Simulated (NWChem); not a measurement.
CCl$_{2}$ in NWChem

```xyz
3

Cl     1.4022     0.0000     0.1491
C      0.0000     0.0000    -0.8450
Cl    -1.4022     0.0000     0.1491
```
Charge 0, spin multiplicity 1.

Program: NWChem. The geometry was optimised at PBE0/def2-SVP, a minimum by its harmonic frequencies.

Symmetry labels belong to the abelian group C2v used in the runs, with the axes of the coordinates shown.

The structure started from a generated list of species.

**Question.** List the lowest 4 singlet excitations that CIS/aug-cc-pVDZ gives, with oscillator strengths.

**Answer.** 
```tsv
state	symmetry	energy (eV)	wavelength (nm)	f
1	b2	2.72	456	0.007
2	a2	6.12	203	0.000
3	a1	6.97	178	0.026
4	b1	7.21	172	0.063
```
